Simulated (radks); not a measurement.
Isoelectronic series with 5 electrons, each ion in its NIST ground configuration. All-electron calculation, scalar-relativistic Kohn-Sham, PBEsol, spin-polarised, spherical densities, point nucleus; open shells are filled with parallel spins first (spin-orbit coupling, left out, can overturn this in heavy ions). Program: a radial shooting solver on a logarithmic mesh with Libxc functionals. Total energies (hartree) and mean radii <r> (bohr) (* marks an orbital that is empty in some or all of the ions):

| ion | configuration | E (hartree) | 3s up* | 2p down* | 2p up | 2s down | 2s up |
|---|---|---|---|---|---|---|---|
| Ar13+ | [He] 2s2 2p1 | -406.28924 | 0.8806 | 0.3216 | 0.3196 | 0.3700 | 0.3682 |
| V18+ | [He] 2s2 2p1 | -679.25777 | 0.6609 | 0.2425 | 0.2414 | 0.2814 | 0.2803 |
| Ni23+ | [He] 2s2 2p1 | -1023.87574 | 0.5282 | 0.1944 | 0.1937 | 0.2265 | 0.2258 |
| As28+ | [He] 2s2 2p1 | -1441.64288 | 0.4391 | 0.1621 | 0.1616 | 0.1891 | 0.1886 |
| Sr33+ | [He] 2s2 2p1 | -1934.42934 | 0.3750 | 0.1387 | 0.1384 | 0.1618 | 0.1615 |
| Tc38+ | [He] 2s2 2p1 | -2504.51888 | 0.3265 | 0.1211 | 0.1208 | 0.1411 | 0.1408 |
| Cd43+ | [He] 2s2 2p1 | -3154.66510 | 0.2886 | 0.1073 | 0.1071 | 0.1247 | 0.1245 |
| I48+ | [He] 2s2 2p1 | -3888.16421 | 0.2579 | 0.09621 | 0.09604 | 0.1114 | 0.1113 |
| Ce53+ | [He] 2s2 2p1 | -4708.9494 | 0.2326 | 0.08705 | 0.08691 | 0.1004 | 0.1003 |
| Eu58+ | [He] 2s2 2p1 | -5621.7141 | 0.2113 | 0.07937 | 0.07925 | 0.09105 | 0.09094 |
| Er63+ | [He] 2s2 2p1 | -6632.0744 | 0.1931 | 0.07282 | 0.07272 | 0.08301 | 0.08292 |
| Ta68+ | [He] 2s2 2p1 | -7746.7874 | 0.1773 | 0.06716 | 0.06707 | 0.07599 | 0.07592 |
| Pt73+ | [He] 2s2 2p1 | -8974.0466 | 0.1634 | 0.06222 | 0.06215 | 0.06979 | 0.06972 |
